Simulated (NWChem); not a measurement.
System meant: SeIBr; SMILES Br[Se]I

Here is an NWChem input.

```
start job
memory heap 200 mb stack 900 mb global 1100 mb
geometry units angstroms noautoz
  Se     1.046169     0.449356     0.000000
  Br    -0.584855     2.102226     0.000000
  I     -0.284630    -1.689921     0.000000
end
basis spherical
  * library def2-svp
end
ecp
  I library def2-ecp
end
dft
  odft
  mult 2
  xc pbe0
  iterations 150
  mulliken
end
task dft energy
```

End of the output:

```
 Summary of "ao basis" -> "" (spherical)
 ------------------------------------------------------------------------------
       Tag                 Description            Shells   Functions and Types
 ---------------- ------------------------------  ------  ---------------------
 *                          def2-svp                  on all atoms

                                 NWChem DFT Module
                                 -----------------

 Summary of "ao basis" -> "ao basis" (spherical)
 ------------------------------------------------------------------------------
       Tag                 Description            Shells   Functions and Types
 ---------------- ------------------------------  ------  ---------------------
 Se                         def2-svp                12       32   5s4p3d
 Br                         def2-svp                12       32   5s4p3d
 I                          def2-svp                10       26   4s4p2d

 Summary of "ao basis" -> "ao basis" (spherical)
 ------------------------------------------------------------------------------
       Tag                 Description            Shells   Functions and Types
 ---------------- ------------------------------  ------  ---------------------
 Se                         def2-svp                12       32   5s4p3d
 Br                         def2-svp                12       32   5s4p3d
 I                          def2-svp                10       26   4s4p2d

      Symmetry analysis of basis
      --------------------------

        a'         62
        a"         28

  number of electrons :                   94
  multiplicity        :                    2
 ------------------------------------------------------------------------
  no. of electrons and multiplicity not compatible                  94
 ------------------------------------------------------------------------
 ------------------------------------------------------------------------
  current input line :
    21: task dft energy
 ------------------------------------------------------------------------
 ------------------------------------------------------------------------
 There is an error in the input file
 ------------------------------------------------------------------------
 For more information see the NWChem manual at https://nwchemgit.github.io

0: no. of electrons and multiplicity not compatible:Received an Error in Communication
```

What is wrong, and how is it mended?

The program refused the input. Cause: the multiplicity doesn't fit the number of electrons (an even count wants an odd multiplicity, and the reverse). This input runs:
```
start job
memory heap 200 mb stack 900 mb global 1100 mb
geometry units angstroms noautoz
  Se     1.046169     0.449356     0.000000
  Br    -0.584855     2.102226     0.000000
  I     -0.284630    -1.689921     0.000000
end
basis spherical
  * library def2-svp
end
ecp
  I library def2-ecp
end
dft
  xc pbe0
  iterations 150
  mulliken
end
task dft energy
```
It converges to -5272.25592 Ha (PBE0/def2-SVP with def2 effective core potentials on I).
